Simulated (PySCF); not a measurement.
IrH₃⁺ at several levels of theory

All levels use the PBE0 minimum (quartet; H–H 0.806 Å, Ir–H 1.591 Å, Ir–H 1.927 Å (×2); H–H–Ir 77.9° (×2), H–Ir–H 24.1°, H–Ir–H 140.9° (×2)), basis [Ir def2-TZVP with ECP60, H def2-TZVP], scalar-relativistic core potentials, density fitting, no spin–orbit coupling, PySCF. For vertical energies the ionised species is a triplet (spins chosen at PBE0 and kept) and the electron-attached one a triplet. Open shells are unrestricted, also as the reference of the correlated levels. Dipoles are about the centre of mass. A dash marks a value that was not computed or is not defined at that level.

```xyz
4
charge 1 multiplicity 4, angstrom
Ir   -0.0058   -0.0092   -0.0086
H     1.2923    1.3025    0.5465
H     0.6095    1.7306    0.5465
H    -0.7978   -1.2725    0.5458
```

| level | vertical IP (eV) | vertical EA (eV) | −ε(HOMO) (eV) | dipole (D) |
| --- | --- | --- | --- | --- |
| PBE0 | 17.39 | 8.66 | 14.77 | 2.10 |
| HF | 16.37 | 7.02 | 17.21 | 2.80 |
| MP2 | 17.63 | 8.54 | – | – |
| PBE | 17.38 | 8.89 | 13.39 | 1.97 |
| CCSD(T) | 17.12 | 8.37 | – | – |

For IrH₃⁺ itself CCSD(T) correlates 19 electrons; T1 = 0.023, D1 = 0.098, (T) = -23 kJ/mol.

Task: Which levels differ least and most from CCSD(T) in the vertical IP?

Result: Least: PBE (+0.26 eV); most: HF (-0.75 eV).

Spin contamination in at least one species weakens the values at: HF, MP2, CCSD(T).

Open d and f shells are described by one determinant, and the ground state may have another occupation or spin. With an element this heavy the missing spin–orbit coupling can shift these numbers.
